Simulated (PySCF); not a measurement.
# Löwdin shares of the frontier orbitals

Species: BH₆NO₂Si.
Numbering: `[NH2:1][SiH2:2][B:3]([OH:4])[OH:5]` (hydrogens: H6, H7 on N1; H8, H9 on Si2; H10 on O4; H11 on O5)

Structure used (PBE0-D3(BJ)/def2-SVP), in Å, numbered top down from 1:
```
atom  x, y, z in Å
N1     1.760    0.239   -1.000
Si2    0.802   -0.250    0.379
B3    -1.156   -0.210   -0.187
O4    -1.761   -1.371   -0.546
O5    -1.892    0.938   -0.265
H6     1.612   -0.265   -1.868
H7     2.755    0.381   -0.861
H8     1.160   -1.581    0.984
H9     1.065    0.773    1.446
H10   -2.675   -1.217   -0.820
H11   -1.398    1.723   -0.013
```

The calculation used TDDFT PBE0/def2-SVPD, vertical, gas phase, core orbitals frozen in the response (PySCF).

Kohn–Sham orbitals with the atoms that hold most of them (Löwdin shares over 4%, at most four atoms; ? is withheld):

```tsv
orbital	ε (eV)	atoms
HOMO-3	-9.57	O4 45%, O5 39%, B3 8%
HOMO-2	-9.50	Si2 34%, H9 23%, N1 15%, H8 13%
HOMO-1	-8.27	?
HOMO	-7.30	?
LUMO	-0.43	B3 26%, Si2 25%, O4 11%, O5 10%
LUMO+1	0.15	B3 43%, O5 15%, O4 12%, H11 10%
LUMO+2	0.83	O5 27%, O4 19%, Si2 14%, H10 12%
```

(1) Which atoms hold the HOMO, and with what shares?

(2) Which atoms hold the HOMO-1, and with what shares?

(3) How does S1 compare with the orbital gap of 6.88 eV?

(4) One configuration dominates each of S1, S6 and S8. Which, and how do the shares of the two leading atoms of either orbital change from the occupied to the empty one?

Answers

(1) N1 (bonded to Si and 2 H) 53%; Si2 (bonded to B, N and 2 H) 17%; H8 (bonded to Si) 12%; H7 (bonded to N) 5%. By element: nitrogen 53%, hydrogen 17% or more, silicon 17%.

(2) Si2 (bonded to B, N and 2 H) 29%; B3 (bonded to 2 O and Si) 22%; N1 (bonded to Si and 2 H) 13%; O5 (bonded to B and H) 12%.

(3) S1 is at 5.47 eV (f = 0.0044), 1.40 eV below the gap, made of HOMO→LUMO (99%). Without the coupling terms of the response equations the lowest excitation would equal the gap.

(4) 
- S1 (5.47 eV, f 0.0044), HOMO→LUMO (99%): N1 53% → at most 10%, Si2 17% → 25%, B3 at most 5% → 26%
- S6 (7.34 eV, f 0.047), HOMO-1→LUMO+1 (87%): Si2 29% → at most 10%, B3 22% → 43%, O5 12% → 15%
- S8 (7.72 eV, f 0.0089), HOMO-2→LUMO (86%): Si2 34% → 25%, H9 23% → at most 10%, B3 at most 14% → 26%

The run took 99 s of wall time on one thread of an Arm Neoverse N1, shared host.

One conformer stands for the species.
